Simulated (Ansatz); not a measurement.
`[F][Ag]` + HI → `[Ag][I]` + H–F at 500 K and 1 bar (ligand exchange at the Ag–F bond).

Gas-phase electronic energies from Ansatz, PBE0-D4/def2-TZVP geometries. CCSD(T)/CBS is the MP2 limit (def2-TZVPP, def2-QZVPP) plus CCSD(T) − MP2 in def2-TZVPP, frozen cores. This one scheme is used for every species. def2 core potentials past Kr. For Ag, I outer-core shells are correlated without core-valence functions, which leaves a few kJ/mol of doubt a bond.

```csv
species,CCSD(T)/CBS energy (Eh),H − E (kJ/mol),S (J/(mol·K))
`[F][Ag]`,-246.69940,19.4,254.0
HI,-298.03592,28.6,221.6
`[Ag][I]`,-444.41059,18.8,283.6
H–F,-100.39570,39.4,188.7
```

H − E and S are ideal-gas, rigid-rotor, harmonic terms from PBE0-D4/def2-TZVP. 1 Eh = 2625.50 kJ/mol, R = 8.31446 J/(mol·K).

**Question.** By hand: ΔE, ΔH, ΔS and ΔG.

**Answer.** ΔE = (-444.41059) + (-100.39570) − (-246.69940) − (-298.03592) = -0.07097 Eh = -186.3 kJ/mol. Δ(H − E) = 18.8 + 39.4 − 19.4 − 28.6 = 10.2, so ΔH = -176.1 kJ/mol. ΔS = 283.6 + 188.7 − 254.0 − 221.6 = -3.3 J/(mol·K). ΔG = -176.1 − 500 × (-3.3)/1000 = -174.4 kJ/mol.

**Question.** By hand: the equilibrium constant, and the temperature at which ΔG would vanish if ΔH and ΔS stayed fixed.

**Answer.** log₁₀ K = −ΔG/(RT ln 10) = 18.2. ΔG = 0 at ΔH/ΔS = 53364 K, far beyond where these terms or the molecules hold.

The number of gas molecules stays the same, so ΔS is small and ΔH decides. A doubt of 5 kJ/mol in ΔE shifts log₁₀ K by 0.5 here. These are equilibria of isolated gas molecules and say nothing of rates. Largest T1 diagnostic: 0.023 (customary marks: 0.02 for closed shells, 0.045 for open ones).
